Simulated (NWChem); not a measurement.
System: C3H2FN; SMILES C(/C=C/F)#N

Input file for NWChem:

```
start job
memory heap 200 mb stack 900 mb global 1100 mb
geometry units angstroms noautoz
  N     -0.227988    -2.531003     0.000000
  C      0.095656    -1.417104     0.000000
  C      0.511352    -0.057349     0.000000
  C     -0.377913     0.941797     0.000000
  F      0.002420     2.199828     0.000000
  H      1.582915     0.162663     0.000000
  H     -1.464463     0.810420     0.000000
end
basis spherical
  * library def2-svp
end
dft
  xc scan
  iterations 150
  mulliken
end
task dft energy
```

Geometry: optimised at PBE0/def2-SVP.

**Question.** Predict the main results of this run. (SCAN/def2-SVP.) Quantities: energy (Ha); highest occupied level (eV); orbital gap (eV); dipole (D).

**Answer.** The energy (Ha) comes out as -269.76, the highest occupied level (eV) comes out as -7.26 and the orbital gap (eV) is 4.94. The dipole (D) comes out as 2.94.
